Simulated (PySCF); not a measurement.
## Simulated absorption spectrum

C5H6ClF.
InChI=1S/C5H6ClF/c6-3-1-5(3)2-4(5)7/h3-4H,1-2H2/t3-,4-,5-/m1/s1

Level of theory: TDDFT PBE0/def2-SVPD, vertical, gas phase, core orbitals frozen in the response in PySCF. Geometry: GFN2-xTB; no solvent, vibrations or thermal averaging.

Each state is given a Gaussian of 0.4 eV full width at half maximum, with ε(max) = 2.175×10⁸ f / Δν̃ (Δν̃ the width in cm⁻¹). The width is an assumption, not a result. The curve ends short of the highest state used, and states not computed would add to its high-energy end.

```json
{"λ (nm)": "168.4", "ε (L mol⁻¹ cm⁻¹)": "1435"}
{"λ (nm)": "169.3", "ε (L mol⁻¹ cm⁻¹)": "1239"}
{"λ (nm)": "170.2", "ε (L mol⁻¹ cm⁻¹)": "1048"}
{"λ (nm)": "171.1", "ε (L mol⁻¹ cm⁻¹)": "870"}
{"λ (nm)": "172.0", "ε (L mol⁻¹ cm⁻¹)": "711"}
{"λ (nm)": "172.9", "ε (L mol⁻¹ cm⁻¹)": "575"}
{"λ (nm)": "173.9", "ε (L mol⁻¹ cm⁻¹)": "452"}
{"λ (nm)": "174.8", "ε (L mol⁻¹ cm⁻¹)": "366"}
{"λ (nm)": "175.7", "ε (L mol⁻¹ cm⁻¹)": "302"}
{"λ (nm)": "176.6", "ε (L mol⁻¹ cm⁻¹)": "258"}
{"λ (nm)": "177.5", "ε (L mol⁻¹ cm⁻¹)": "232"}
{"λ (nm)": "178.4", "ε (L mol⁻¹ cm⁻¹)": "218"}
{"λ (nm)": "179.3", "ε (L mol⁻¹ cm⁻¹)": "214"}
{"λ (nm)": "180.2", "ε (L mol⁻¹ cm⁻¹)": "215"}
{"λ (nm)": "181.1", "ε (L mol⁻¹ cm⁻¹)": "216"}
{"λ (nm)": "182.0", "ε (L mol⁻¹ cm⁻¹)": "215"}
{"λ (nm)": "182.9", "ε (L mol⁻¹ cm⁻¹)": "209"}
{"λ (nm)": "183.8", "ε (L mol⁻¹ cm⁻¹)": "197"}
{"λ (nm)": "184.7", "ε (L mol⁻¹ cm⁻¹)": "181"}
{"λ (nm)": "185.6", "ε (L mol⁻¹ cm⁻¹)": "160"}
{"λ (nm)": "186.5", "ε (L mol⁻¹ cm⁻¹)": "138"}
{"λ (nm)": "187.4", "ε (L mol⁻¹ cm⁻¹)": "114"}
{"λ (nm)": "188.3", "ε (L mol⁻¹ cm⁻¹)": "92"}
{"λ (nm)": "189.2", "ε (L mol⁻¹ cm⁻¹)": "72"}
{"λ (nm)": "190.1", "ε (L mol⁻¹ cm⁻¹)": "54"}
{"λ (nm)": "191.0", "ε (L mol⁻¹ cm⁻¹)": "40"}
{"λ (nm)": "191.9", "ε (L mol⁻¹ cm⁻¹)": "28"}
{"λ (nm)": "192.8", "ε (L mol⁻¹ cm⁻¹)": "20"}
{"λ (nm)": "193.7", "ε (L mol⁻¹ cm⁻¹)": "13"}
{"λ (nm)": "194.6", "ε (L mol⁻¹ cm⁻¹)": "9"}
{"λ (nm)": "195.5", "ε (L mol⁻¹ cm⁻¹)": "6"}
{"λ (nm)": "196.4", "ε (L mol⁻¹ cm⁻¹)": "3"}
{"λ (nm)": "197.3", "ε (L mol⁻¹ cm⁻¹)": "2"}
{"λ (nm)": "198.2", "ε (L mol⁻¹ cm⁻¹)": "1"}
{"λ (nm)": "199.1", "ε (L mol⁻¹ cm⁻¹)": "1"}
{"λ (nm)": "200.0", "ε (L mol⁻¹ cm⁻¹)": "0"}
```

**Question.** Locate the maxima and give the states behind the curve.

**Answer.** 181 nm (6.84 eV), ε about 220, made up of S1 (90%) (hardly more than a shoulder) (ε in L mol⁻¹ cm⁻¹; maxima over ε = 5, shares over 10%). At its high-energy end, 7.36 eV, the curve is still rising (ε about 1400, from S2, S3 and S4). The states used: S1 6.80 eV (f 0.0030); S2 7.25 eV (f 0.0053); S3 7.48 eV (f 0.017); S4 7.61 eV (f 0.011); S5 7.94 eV (f 0.040); S6 7.96 eV (f 0.030).

**Question.** What would ε be at 6.84 eV, the highest of these maxima, with half the width (0.2 eV)?

**Answer.** About 358 L mol⁻¹ cm⁻¹ against 216, a factor of about 1.7; a lone state at its own centre would give exactly 2.

**Question.** On this curve, what absorbance would a 10⁻⁴ mol/L sample give at 193 nm over a 1 cm path?

**Answer.** 193 nm is 6.424 eV, where ε is about 18 L mol⁻¹ cm⁻¹, so A = ε c l ≈ 0.0018 (Beer–Lambert, with the gas-phase spectrum and the assumed width).

**Question.** Coming from long wavelengths, where does ε first pass 100 L mol⁻¹ cm⁻¹?

**Answer.** At about 188 nm (6.60 eV), 0.20 eV below S1.
